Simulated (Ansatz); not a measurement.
Conformers of C$_{3}$H$_{3}$F$_{3}$O, SMILES `O=CCC(F)(F)F`, each relaxed with PBE0-D4/def2-TZVP in Ansatz. CBS adds the triple-zeta coupled-cluster correction to the MP2 limit.

Not all of them had a frequency check.

Conformer A:

Z-matrix (Å, degrees):
```
C
C 1 1.511
C 1 1.505 2 113.1
H 1 1.090 2 109.8 3 -123.0
H 1 1.095 2 108.2 3 118.8
O 2 1.197 1 122.7 3 144.5
H 2 1.108 1 115.9 3 -37.1
F 3 1.341 1 111.5 2 60.5
F 3 1.336 1 111.4 2 -179.4
F 3 1.339 1 111.5 2 -59.2
```

Conformer B:

Cartesian coordinates in Å:
```
O 1.424 0.066 -1.512
C 0.555 -0.675 -1.160
C -0.356 -0.458 0.021
C -0.125 0.813 0.798
F -0.998 0.888 1.818
F -0.304 1.900 0.046
F 1.099 0.866 1.322
H 0.349 -1.622 -1.705
H -0.253 -1.308 0.702
H -1.392 -0.470 -0.331
```

Problem. Which is lowest in electronic energy at CCSD(T)/CBS (frozen core, def2 sets), and by how much? (Best estimate.)

Solution. Ansatz gave: A; B lies 4.7 kJ/mol higher.

Problem. Give the energies relative to A (kJ/mol) with PBE-D4/def2-TZVPP, r2SCAN-D4/def2-TZVPP, r2SCAN/def2-TZVPP, MP2/def2-TZVPP, CCSD(T)/def2-TZVPP, HF/CBS(def2), CCSD/CBS(def2). (An estimate is asked.)

Solution. Computed: 
```csv
level,B
PBE-D4/def2-TZVPP,3.7
r2SCAN-D4/def2-TZVPP,3.2
r2SCAN/def2-TZVPP,3.3
MP2/def2-TZVPP,4.1
CCSD(T)/def2-TZVPP,4.1
HF/CBS(def2),4.9
CCSD/CBS(def2),4.7
```
